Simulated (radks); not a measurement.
Results of a calculation; reference values are marked as such.
All-electron atom: Kr III in [Ar] 3d9.75 4s2 4p4 4f0.25 (fractional occupations, a model configuration). Level of theory: Dirac Kohn-Sham, SOGGA, spin-unpolarised, spherical densities, finite nucleus; open shells are shared between the two j in proportion to 2j + 1; Fermi nuclear charge, rms radius 4.1884 fm (a radial shooting solver on a logarithmic mesh with Libxc functionals).

Radial electron density D(r) = 4 pi r^2 rho(r):

```
   r/bohr * D(r) (the largest magnitude, 53.2, reaches the edge; | marks zero)
  0.00643 |           *
 0.008785 |                  *
  0.01191 |                          *
  0.01614 |                                   *
  0.02187 |                                           *
  0.02988 |                                              *
  0.04049 |                                          *
  0.05487 |                                      *
  0.07437 |                                        *
   0.1016 |                                                  *
   0.1377 |                                                      *
   0.1866 |                                           *
   0.2529 |                              *
   0.3455 |                                  *
   0.4683 |                                    *
   0.6346 |                        *
   0.8601 |          *
    1.175 |     *
    1.592 |    *
    2.158 | *
    2.925 *
    3.996 *
    5.416 *
     7.34 *
    9.947 *
    13.59 *
```

D(r) has 4 maxima, at r = 0.0292, 0.130, 0.429, 6.16 bohr, and minima at 0.0604, 0.274, 4.88 bohr, inside which lie 2.08, 11.03, 33.81 electrons.
